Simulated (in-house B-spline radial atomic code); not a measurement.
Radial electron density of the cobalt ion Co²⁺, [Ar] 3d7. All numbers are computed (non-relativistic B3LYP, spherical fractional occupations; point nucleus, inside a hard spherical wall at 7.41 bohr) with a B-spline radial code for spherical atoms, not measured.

Caution: exact exchange at fractional occupations of open shells leaves self-interaction of up to several eV.

Columns: r (bohr), 4πr²n(r) (electrons per bohr), bar.

```
 0.00262    1.001 #
 0.00314    1.398 ##
 0.00376    1.938 ##
  0.0045    2.667 ###
 0.00539    3.647 ####
 0.00646    4.945 ######
 0.00773    6.612 ########
 0.00926    8.738 ###########
  0.0111    11.37 ##############
  0.0133    14.51 ##################
  0.0159    18.03 ######################
  0.0191    21.93 ###########################
  0.0228    25.67 ###############################
  0.0273    29.02 ###################################
  0.0328    31.46 ######################################
  0.0392    32.42 ########################################
   0.047    31.77 #######################################
  0.0563    29.78 ####################################
  0.0674     27.3 #################################
  0.0807    25.62 ###############################
  0.0967    25.95 ################################
   0.116    28.73 ###################################
   0.139    32.88 ########################################
   0.166    36.02 ############################################
   0.199    35.82 ############################################
   0.238    31.29 ######################################
   0.285       24 #############################
   0.342    17.35 #####################
    0.41     14.5 ##################
   0.491    15.57 ###################
   0.588    17.88 ######################
   0.704    18.35 ######################
   0.843    15.86 ###################
    1.01    11.51 ##############
    1.21    7.142 #########
    1.45     3.89 #####
    1.73     1.95 ##
    2.08   0.8665 #
    2.49    0.352 
    2.98   0.1219 
    3.57  0.03309
```

On this grid the curve has 3 maxima, near 0.0392, 0.166, 0.704 bohr.

The 3p radial function P(r) = rR(r), positive near the nucleus:

```csv
r (bohr),P
0.00262,0.001439
0.00376,0.002918
0.00539,0.005865
0.00773,0.01169
0.0111,0.02303
0.0159,0.0443
0.0228,0.08304
0.0328,0.1503
0.047,0.2552
0.0674,0.3991
0.0967,0.5511
0.139,0.6223
0.199,0.4717
0.285,0.003831
0.41,-0.6686
0.588,-1.143
0.843,-1.099
1.21,-0.6696
1.73,-0.2555
2.49,-0.05225
3.57,-0.004783
```
